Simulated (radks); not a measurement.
Spin polarisation of the 4f13 shell in the thulium ion Tm+. Start: [Xe] 4f(up 6.5, down 6.5) 6s(up 0.5, down 0.5); electrons of 4f are moved from spin down to spin up, other shells keep equal spins. All-electron calculation, non-relativistic Kohn-Sham, TPSS, spin-polarised, spherical densities, point nucleus; meta-GGA in the generalised Kohn-Sham scheme. Program: a radial shooting solver on a logarithmic mesh with Libxc functionals.

moment (Bohr magnetons)  E - E(0) (eV)  e(4f up) (eV)  e(4f down) (eV)  6s down minus up (eV)
0                                0.000        -13.671          -13.671                  0.000
0.25                            -0.013        -13.776          -13.565                  0.006
0.5                             -0.053        -13.879          -13.457                  0.013
0.75                            -0.119        -13.980          -13.348                  0.019
1                               -0.211        -14.080          -13.237                  0.026

At moment 1 the spin-polarisation energy is -0.211 eV and the 4f exchange splitting 0.844 eV, that is 0.844 eV per Bohr magneton; E = -I m^2/4 would give I = 0.844 eV.
